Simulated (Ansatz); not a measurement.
Geometry optimisation, RKS B3LYP/def2-SVP in Ansatz.

Input file:

```yaml
crystal:
  periodic: [false, false, false]
  atoms:
    - { symbol: Zn, position_ang: [-0.115987, -0.55931, 0.727718] }
    - { symbol: H, position_ang: [-0.710707, 0.732608, 1.290481] }
    - { symbol: O, position_ang: [0.561772, -2.129082, 0.251122] }
    - { symbol: H, position_ang: [-0.426898, 1.93162, -0.183541] }
    - { symbol: Cl, position_ang: [-0.042461, 2.271982, -1.394519] }
    - { symbol: H, position_ang: [0.734382, -2.247818, -0.691362] }
basis:
  gaussian: { orbitals: def2-SVP }
hamiltonian:
  xc: b3lyp
relax:
  f_tol: 0.03
  max_steps: 50
output:
  orbitals: {}
```

Launched with:

```bash
$ ansatz run input.yaml --threads 2 --pin off --max-ram 3072MiB --backend cpu --events-out ev --progress --plain --runs-dir out
```

Task: Where does it end, and by what steps?

Result: The forces met the threshold. The force dipped under the threshold on the way, but the program's further checks kept it going. After 14 steps the energy has fallen by 0.052 eV; Cl5 moved furthest, 0.74 Å.

| step | energy less start (eV) | largest force component (eV/Å) | accepted |
| --- | --- | --- | --- |
| 0 | 0.0000 | 0.429 | yes |
| 1 | 0.0085 | 0.932 | no |
| 2 | -0.0046 | 0.405 | yes |
| 3 | -0.0112 | 0.316 | yes |
| 4 | -0.0164 | 0.541 | yes |
| 5 | -0.0119 | 0.990 | no |
| 6 | -0.0261 | 0.424 | yes |
| 7 | -0.0353 | 0.240 | yes |
| 8 | -0.0391 | 0.555 | yes |
| 9 | -0.0433 | 0.426 | yes |
| 10 | -0.0494 | 0.088 | yes |
| 11 | -0.0513 | 0.017 | yes |
| 12 | -0.0514 | 0.015 | yes |
| 13 | -0.0513 | 0.038 | no |
| 14 | -0.0516 | 0.003 | yes |

```xyz
6
Properties=species:S:1:pos:R:3
Zn -0.184 -0.550 0.878
H -0.795 0.529 1.770
O 0.488 -1.987 0.064
H -0.413 2.289 -0.476
Cl 0.118 1.553 -1.395
H 0.786 -1.834 -0.841
```

Whether the end is a true minimum wasn't checked by a vibrational analysis.

Run time: 9.1 s on 2 threads of AMD EPYC 9R45 96-Core Processor (Zen 5), with other jobs on the host, peak memory 0.2 GiB.
